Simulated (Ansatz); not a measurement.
Program: Ansatz. Geometries: PBE0-D4/def2-TZVP. ΔE: electronic, gas phase. CCSD(T)/CBS adds triple-zeta CCSD(T) − MP2 to the extrapolated MP2 energy (def2 sets, frozen cores). DFT in def2-TZVPP. B3LYP here is the variant with VWN-RPA as its local correlation; programs differ in this. Each species was taken in one conformer, which may not be the lowest.

Reaction (ligand exchange at the Si–C bond): `N=C([SiH3])BO` + `OC[SiH2]S` → `[SiH3]OC[SiH2]S` + `N=CBO`

Question: Is it downhill or uphill in electronic energy at CCSD(T)/CBS, and by how much? (Best estimate.)

Answer: The calculation gave: Downhill: ΔE = -109.9 kJ/mol.

Question: What do these levels give: LDA (SPW92), B97M-V, r2SCANh-D4, ωB97X-V, ωB97M-V, B2PLYP, B3LYP, r2SCAN0, BHLYP, MP2/def2-SVP, CCSD/def2-SVP, HF/CBS(def2)? (An estimate is asked.)

Answer: The calculation gave: LDA (SPW92) -102.1, B97M-V -110.0, r2SCANh-D4 -109.3, ωB97X-V -110.1, ωB97M-V -110.0, B2PLYP -113.6, B3LYP -111.0, r2SCAN0 -110.3, BHLYP -117.8, MP2/def2-SVP -112.5, CCSD/def2-SVP -110.3, HF/CBS(def2) -124.5 kJ/mol.

Question: What do rigid-rotor, harmonic-oscillator terms from PBE0-D4/def2-TZVP frequencies (298.15 K, 1 bar) make of the CCSD(T)/CBS value? (An estimate is asked.)

Answer: Ansatz gave: ΔZPE = +2.2 kJ/mol, ΔH = -108.6 kJ/mol, ΔS = -2 J/(mol·K), ΔG = -108.0 kJ/mol. Modes under 50 cm⁻¹ make the entropy rough.

Largest T1 diagnostic among the species: 0.014.

In def2-TZVPP, CCSD(T) changes the Hartree–Fock value by +12.8 kJ/mol (the triples alone add +2.0 kJ/mol) and MP2 by +9.2 kJ/mol. From BLYP to BHLYP (50 % exact exchange), in def2-TZVPP and without D4, ΔE moves by −10.7 kJ/mol. Leaving LDA and LC-ωPBE aside and taking each functional with its dispersion term where it has one, the values, not all of them listed here, spread over 20.8 kJ/mol, from BHLYP-D4 to revPBE-D4. LDA lies −5.1 kJ/mol from PBE without D4.
